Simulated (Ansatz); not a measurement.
Geometry optimisation, RKS PBE0-D4/def2-SVP (Ansatz).

input.yaml

```yaml
crystal:
  periodic: [false, false, false]
  atoms:
    - { symbol: Hf, position_ang: [0.569201, -0.399138, -0.401774] }
    - { symbol: Cl, position_ang: [-0.848471, -0.482762, 3.031942] }
    - { symbol: Cl, position_ang: [1.73539, -0.135748, -2.387119] }
    - { symbol: F, position_ang: [0.206589, 1.357865, 0.175368] }
    - { symbol: Cl, position_ang: [-1.399149, -1.511414, -0.946599] }
    - { symbol: Br, position_ang: [2.144512, -1.802448, 1.209844] }
    - { symbol: H, position_ang: [0.288328, -1.171354, 3.136238] }
basis:
  gaussian: { orbitals: def2-SVP }
hamiltonian:
  xc: pbe0
  dispersion: d4
relax:
  f_tol: 0.03
  max_steps: 50
```

Launched with:

```bash
$ ansatz run input.yaml --threads 4 --pin off --max-ram 5120MiB --backend cpu --events-out ev --progress --plain --runs-dir out
```

Question: Where does it end, and by what steps?

Answer: The forces met the threshold. After 7 steps the energy has fallen by 0.229 eV; Cl2 moved furthest, 0.49 Å. Joined: Hf1–Cl2 (3.72 → 3.03 Å).

```tsv
step	energy less start (eV)	largest force component (eV/Å)	accepted
0	0.0000	1.019	yes
1	-0.0694	1.132	yes
2	-0.1710	0.965	yes
3	-0.1643	1.049	no
4	-0.2122	0.546	yes
5	-0.2215	0.254	yes
6	-0.2226	0.420	yes
7	-0.2286	0.025	yes
```

```xyz
7
Properties=species:S:1:pos:R:3
Hf 0.542 -0.401 -0.193
Cl -0.750 -0.461 2.551
Cl 1.619 -0.205 -2.245
F 0.300 1.419 0.278
Cl -1.415 -1.554 -0.754
Br 2.236 -1.716 1.131
H 0.165 -1.227 3.050
```

Whether the end is a true minimum wasn't checked by a vibrational analysis.

Run time: 27 s on 4 threads of AMD EPYC 7B13 (Zen 3), on a shared host, peak memory 0.45 GiB.
